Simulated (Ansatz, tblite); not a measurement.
Isomers of Al5O9H3 (singlet), found by a short tight-binding search and relaxed with r2SCAN-D4/def2-SVP in Ansatz.

The xTB rows come from tblite. Correlated methods freeze 34 core orbitals.

Run but left out: HF/STO-3G (A: restricted singlet, unstable in another Hartree–Fock run and untested here); HF/def2-SVP (A: restricted singlet, unstable towards broken spin symmetry).

A further structure is left out (at the level of its geometry, an occupied level 0.08 eV above an empty one); at PBE0-D4/def2-TZVP its energy lies 8.48 eV above the lowest shown.

A: The restricted singlet is unstable towards broken spin symmetry in Hartree–Fock (as tested in another run); at PBE-D4/def2-SVP, PBE-D4/def2-TZVP, r2SCAN-D4/def2-TZVP, B97M-V/def2-TZVP and others this wasn't settled. At MP2/def2-SVP the restricted singlet (for correlated methods, its reference) is unstable: a solution with broken spin symmetry lies lower. It holds 2 O–O bonds. B: The restricted singlet is unstable towards broken spin symmetry in Hartree–Fock (as tested in another run); at PBE-D4/def2-SVP, PBE-D4/def2-TZVP, r2SCAN-D4/def2-TZVP, B97M-V/def2-TZVP and others this wasn't settled. At MP2/def2-SVP the restricted singlet (for correlated methods, its reference) is unstable: a solution with broken spin symmetry lies lower.

Other spin states weren't relaxed.

A:

```xyz
17

Al    0.580    1.598    1.516
Al    1.919   -0.228    0.190
Al   -0.514   -1.616    0.454
Al   -2.196   -0.854   -2.050
Al   -0.010    0.962   -1.164
O     1.558    0.235   -1.425
O    -0.181   -2.485    1.970
O    -1.381    0.655   -2.133
O     1.234   -2.330    1.848
O     0.191    2.479   -0.131
O    -0.185    0.157    0.563
O     1.401   -1.982    0.374
O     2.195    0.914    1.428
O    -1.626   -1.888   -0.796
H    -3.364   -1.262   -3.012
H     0.466    3.365   -0.396
H    -0.084    2.282    2.761
```

B:

```xyz
17

Al   -0.359   -0.025    2.909
Al    0.767   -1.442   -1.889
Al   -0.233    1.464   -2.615
Al    1.013   -1.496    0.676
Al   -1.200    0.490    0.031
O    -0.519    0.281    4.553
O     0.818    0.143   -2.601
O    -1.356    0.669    1.715
O     1.316   -0.399    2.143
O    -0.251    2.652   -3.822
O    -0.389   -1.016   -0.313
O     1.977   -1.916   -0.636
O    -1.315    1.570   -1.260
O     0.422   -1.689    2.417
H    -0.845    3.407   -3.825
H    -0.013   -0.079    5.284
H     0.165   -2.613   -2.767
```

C:

```xyz
17

Al    0.398    1.355    1.053
Al   -0.668    1.313   -1.047
Al    0.143   -0.955   -0.089
Al    1.473   -0.703    2.649
Al   -1.274   -0.813   -2.793
O    -1.387    0.896   -2.522
O    -1.087    0.373    0.507
O    -0.485   -1.653   -1.534
O     1.170    1.005    2.520
O     1.004    0.695   -0.561
O    -0.288    2.800    0.051
O     2.227   -1.398    3.993
O     0.948   -1.590    1.293
O    -1.918   -1.486   -4.204
H    -1.887   -2.421   -4.421
H     2.531   -0.906    4.759
H    -0.898    3.489    0.345
```

Task: Estimate their order by electronic energy at PBE0-D4/def2-TZVP, counted from the lowest.

Result: C (0.00) < B (4.35) < A (7.61), in eV.

Task: Do the other levels pick the same lowest one?

Result: All that were run do. Energies above each level's lowest (eV):

```
              level     A     B     C
           GFN1-xTB  6.55  2.93  0.00
           GFN2-xTB  5.90  2.66  0.00
    PBE-D4/def2-SVP  6.67  4.14  0.00
   PBE-D4/def2-TZVP  7.13  4.06  0.00
r2SCAN-D4/def2-TZVP  7.54  4.22  0.00
   B97M-V/def2-TZVP  7.20  3.93  0.00
   PBE0-D4/def2-SVP  7.23  4.46  0.00
  PBE0-D4/def2-TZVP  7.61  4.35  0.00
       MP2/def2-SVP  7.76  4.36  0.00
```
Point groups (tolerance 0.1 Å): A not assigned, B not assigned, C not assigned. Lower isomers may exist. From def2-SVP to def2-TZVP the PBE0 values move by up to 0.39 eV, so results in the small set are rough.
